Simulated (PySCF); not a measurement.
## Excitation energy of In²⁺ by level of theory

In²⁺ [Kr] 4d10 5s1 (2S) → In²⁺ [Kr] 4d9 5s1 5p1 (high-spin determinant), as a difference of total energies. Calculation: PySCF 2.14, in x2c-TZVPPall; the spin-free X2C one-electron Hamiltonian (Gaussian nucleus). Correlated levels: valence and next inner shell: [Ar] 3d10 frozen. The calculations carry no spin-orbit coupling.

```tsv
method	excitation energy (eV)
UHF	19.794
LDA	21.218
PBE	21.006
PBE0	20.942
r2SCAN	20.904
wB97M-V	20.976
CAM-B3LYP	20.870
MP2 (valence and next inner shell)	20.838
SCS-MP2 (valence and next inner shell)	20.780
```

**Question.** How much does correlation contribute at MP2 (valence and next inner shell)?

**Answer.** 20.838 − (19.794) = 1.044 eV, measured against UHF.

A first-order spin-orbit estimate (lowest level to lowest level, LS coupling) adds -0.133 eV.

The basis was made for the ground configuration and has no added diffuse functions, so the excitation energy can come out too high.

The determinant of the upper state mixes LS terms, which raises its energy above the lowest term, most at the Hartree-Fock and MP2 levels.
